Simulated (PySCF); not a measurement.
**Question.** Write Cartesian coordinates for `[H]/N=C\C#CB(F)F` as optimised with PBE0-D3(BJ)/def2-SVP.

**Answer.** 
```
atom  x, y, z in Å
N1     2.5388   -0.8139    0.5345
C2     1.6560    0.0492    0.8429
C3     0.3395    0.1413    0.2822
C4    -0.7786    0.2110   -0.2012
B5    -2.1788    0.3147   -0.7959
F6    -3.2049   -0.2648   -0.2149
F7    -2.3962    0.9900   -1.9018
H8     2.1798   -1.4497   -0.1869
H9     1.9002    0.8047    1.6077
```

Orientation and origin are arbitrary. Atoms count from 1 in this order. B5 (three-coordinate boron) is planar (angles 121.0°, 121.0° and 118.0°, sum 360.0°, 0.00 Å off the plane of its three neighbours). N1 (imine nitrogen) is bent (angle 110.4°). The C–C distances run from 1.220 Å (C3≡C4, drawn triple) to 1.434 Å (C2–C3, drawn single), a spread of 0.214 Å.

Bonds between heavy atoms (Å): N1=C2 1.273, C2–C3 1.434, C3≡C4 1.220, C4–B5 1.525, B5–F6 1.314, B5–F7 1.314.

Theory: PySCF 2.14.0, PBE0-D3(BJ)/def2-SVP geometry optimisation, gas phase.

Point group: near Cs, missed by 0.10 Å at most; the miss may be what the optimiser left on a soft mode. PBE0-D3(BJ)/def2-SVP frequencies: not computed here.

Time: 46 s wall; peak memory 0.43 GiB. Hardware: one thread of an Arm Neoverse V2, no GPU, on a shared host. That covers the optimisation of the geometry.
